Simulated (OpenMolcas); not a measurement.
A calculation on Li.

```json
{
 "Program": "OpenMolcas",
 "Method": "SS-CASPT2, IPEA 0.25 Eh, imaginary shift 0.1 Eh (closed shells correlated: 1s)",
 "Basis": "ANO-RCC-VTZP [4s3p2d1f]",
 "Scalar Hamiltonian": "DKH2, point nucleus",
 "Active space": "1 electron in 4 orbitals (2s 2p)",
 "State averaging": "2S+1 = 2 even, 1 root; 2S+1 = 2 odd, 3 roots",
 "Spin-orbit coupling": "state interaction with AMFI integrals over the reference wave functions, term energies averaged over their components"
}
```

(1) Which level of the active space comes out lowest?

(2) How high does 2p 2P* 3/2 lie?

(3) How high does 2p 2P* 1/2 lie?

Measured values: NIST Handbook of Basic Atomic Spectroscopic Data.

Answers

(1) 2s 2S 1/2, with 100 % of that term; it is also the measured ground level.

(2) 14869 cm-1 above the lowest level; measured 14904 cm-1 above the ground level, so the calculation is off by 0 %.

(3) 14869 cm-1 above the lowest level; measured 14904 cm-1 above the ground level, so the calculation is off by 0 %.

ANO sets are built for ground and valence states and can reach diffuse excited orbitals poorly. With one active electron, CASPT2 adds the correlation within the correlated inactive shells and between them and that electron, and leaves the splitting within a term as the reference gives it. Computed and measured levels are paired by configuration, term and J; levels that our copy of the source lacks, or whose pairing is in doubt (as where it misses far off the trend of its configuration), stay unpaired and out of the deviations. Levels of configurations outside the active space are missing.

* marks odd parity.
